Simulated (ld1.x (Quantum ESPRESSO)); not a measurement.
# Plane-wave convergence, TM potential for hafnium (Hf)

```
Element                 : hafnium
Generator               : ld1.x (Quantum ESPRESSO) 7.5
Type                    : norm-conserving Troullier–Martins (Kleinman–Bylander form)
Functional              : PBE
Relativity              : scalar-relativistic
Frozen core             : [Kr] 4d10 4f14 5s2
Valence charge          : 10
Reference configuration : 5p6 5d2 6s2 6p0
Partial waves           : 5p (bound): rc 1.60 bohr; 5d (bound): rc 2.20 bohr; 6s (bound): rc 3.20 bohr
Local potential         : the s channel
Core correction         : a·sin(br)/r model core inside 0.80 bohr
```

The pseudo-atom Hamiltonian at the reference potential is diagonalised in spherical Bessel functions j_l(qr) that vanish at 20 bohr, with q² up to the cutoff. All-electron valence levels (Ry): 5p -2.6146, 6p -0.1026, 5d -0.1976, 6s -0.3754.

Question: How do the lowest levels (Ry) of each channel move with the cutoff, and are there ghosts?

Answer:

```tsv
cutoff (Ry)	p #1	p #2	d #1	d #2	s #1	s #2	f #1	f #2	Σ f·Δε (mRy)
8	-2.1252	-0.0723	-0.0225	0.0691	-0.3734	-0.0025	0.1026	0.2179	3290.4
15	-2.5680	-0.0779	-0.1532	0.0555	-0.3753	-0.0028	0.1026	0.2179	369.0
21	-2.5718	-0.0779	-0.1927	0.0539	-0.3754	-0.0028	0.1026	0.2179	266.8
35	-2.6062	-0.0783	-0.1976	0.0538	-0.3754	-0.0028	0.1026	0.2179	50.4
45	-2.6130	-0.0784	-0.1976	0.0538	-0.3754	-0.0028	0.1026	0.2179	9.5
60	-2.6134	-0.0784	-0.1976	0.0538	-0.3754	-0.0028	0.1026	0.2179	7.0
80	-2.6144	-0.0784	-0.1976	0.0538	-0.3754	-0.0028	0.1026	0.2179	1.2
110	-2.6146	-0.0784	-0.1976	0.0538	-0.3754	-0.0028	0.1026	0.2179	0.2
400	-2.6146	-0.0784	-0.1976	0.0538	-0.3754	-0.0028	0.1026	0.2179	0.0
```

Result: no extra level below or beside the all-electron valence levels (p, d, s, f tested); 10 mRy is reached at 45 Ry and 1 mRy at 90 Ry.

Its largest configuration-test error is -705 meV.
